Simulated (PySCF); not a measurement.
C₂H₅CdF, SMILES C[CH2][Cd][F].

Geometry optimised at PBE-D3(BJ)/def2-SVP. The structure was generated by enumeration; whether it is a known compound was not checked. The def2 effective core potentials stand for the cores of Cd; spin–orbit coupling is left out. One conformer was computed; it need not be the lowest.

Calculation: PBE-D3(BJ)/def2-SVP (PySCF).

Frequencies are harmonic and unscaled.

Computed harmonic wavenumbers and intensities:
| mode | ν (cm⁻¹) | IR (km/mol) | moving atoms (share of kinetic energy) |
|---|---|---|---|
| 1 | 95 | 4.0 | F 52 %, C 19 %, Cd 19 %, H 10 % |
| 2 | 118 | 4.4 | F 42 %, H 24 %, Cd 21 %, C 13 % |
| 3 | 234 | 5.1 | C 59 %, H 20 %, Cd 16 % |
| 4 | 242 | 1.5 | H 86 %, C 11 % |
| 5 | 468 | 3.7 | C 64 %, H 20 %, F 14 % |
| 6 | 597 | 67.8 | F 72 %, Cd 20 % |
| 7 | 638 | 22.1 | H 82 %, C 17 % |
| 8 | 918 | 3.0 | H 91 %, C 9 % |
| 9 | 941 | 5.1 | H 83 %, C 17 % |
| 10 | 1024 | 3.0 | C 75 %, H 25 % |
| 11 | 1149 | 33.5 | H 68 %, C 32 % |
| 12 | 1201 | 3.6 | H 77 %, C 23 % |
| 13 | 1345 | 4.6 | H 82 %, C 18 % |
| 14 | 1391 | 0.5 | H 90 %, C 10 % |
| 15 | 1423 | 1.8 | H 97 % |
| 16 | 1424 | 7.9 | H 97 % |
| 17 | 2955 | 35.8 | H 97 % |
| 18 | 2992 | 7.6 | H 95 % |
| 19 | 3032 | 16.3 | H 91 %, C 9 % |
| 20 | 3044 | 0.2 | H 91 %, C 9 % |
| 21 | 3063 | 19.7 | H 90 %, C 10 % |
